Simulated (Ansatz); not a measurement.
A structure relaxed at PBE0-D4/def2-TZVP, charge 0, multiplicity 1:

```xyz
5

F    -2.7120    0.9724   -1.3565
Zn   -1.2052    0.4326   -0.6028
Ga    0.8460   -0.3035    0.4230
H     0.8976   -1.6257    1.2728
H     2.1736    0.5242    0.2635
```

(1) Give its formula and SMILES.

(2) Point group (tolerance 0.08 Å, 0.16 Å for H)?

(3) Summarise the bond lengths by kind.

## Answers

(1) FGaH2Zn, `[F][Zn][GaH2]`.

(2) C2v.

(3) 1 × F–Zn 1.769 Å; 1 × Ga–Zn 2.409 Å; 2 × Ga–H 1.573 Å.

All numbers were calculated with Ansatz.
